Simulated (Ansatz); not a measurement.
Isomers of H5NOSiSn, relaxed with PBE0-D4/def2-TZVP in Ansatz; electronic energies, one conformer each and not always the lowest. Functionals use def2-TZVPP; CBS adds triple-zeta CCSD(T) − MP2 to the MP2 limit of def2-TZVPP and def2-QZVPP.

Elements past krypton have def2 core potentials. Outer-core shells of Sn are correlated without core-valence functions. Spin–orbit coupling is left out.

Task: Order them by energy at frozen-core CCSD(T)/CBS, lowest first. (Best estimate.)
A. `[OH][SnH]1[NH][SiH2]1`
B. `[NH2][SnH]1[O][SiH2]1`
C. `N[SiH]1[O][SnH2]1`

Result: C (0.0 kJ/mol), B (72.9 kJ/mol), A (120.9 kJ/mol).

Task: How do B2PLYP, HF/CBS(def2), MP2/CBS(def2), r2SCAN-D4 place them (kJ/mol, against `N[SiH]1[O][SnH2]1`)? (An estimate is asked.)

Result: The calculation gave: 
```tsv
isomer	B2PLYP	HF/CBS(def2)	MP2/CBS(def2)	r2SCAN-D4
`[OH][SnH]1[NH][SiH2]1`	130.7	130.7	121.5	133.9
`[NH2][SnH]1[O][SiH2]1`	76.1	81.6	71.9	80.7
```
